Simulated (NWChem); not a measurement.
System: CH₂Cl₂O₂Si; SMILES O=C[Si](O)(Cl)Cl

Input file for NWChem:

```
start job
memory heap 200 mb stack 900 mb global 1100 mb
geometry units angstroms noautoz
  O     -0.539632    -2.556460     0.087821
  C     -0.331535    -1.570939     0.774926
  Si     0.016629     0.061938    -0.180210
  O     -0.072263    -0.363270    -1.759871
  Cl     1.880844     0.786351     0.306534
  Cl    -1.392847     1.482169     0.303227
  H     -0.348491    -1.642226     1.883696
  H     -0.273866    -1.314445    -1.845069
end
basis spherical
  * library def2-svp
end
dft
  xc mpw1k
  iterations 150
  mulliken
end
task dft energy
```

Structure relaxed at the B3LYP/6-31G* (spherical d) level.

Give the results of this calculation. (MPW1K/def2-SVP.) Quantities: energy (Ha); highest occupied level (eV); orbital gap (eV); dipole (D).


```yaml
energy (Ha): -1399.24
highest occupied level (eV): -9.02
orbital gap (eV): 7.49
dipole (D): 1.46
```
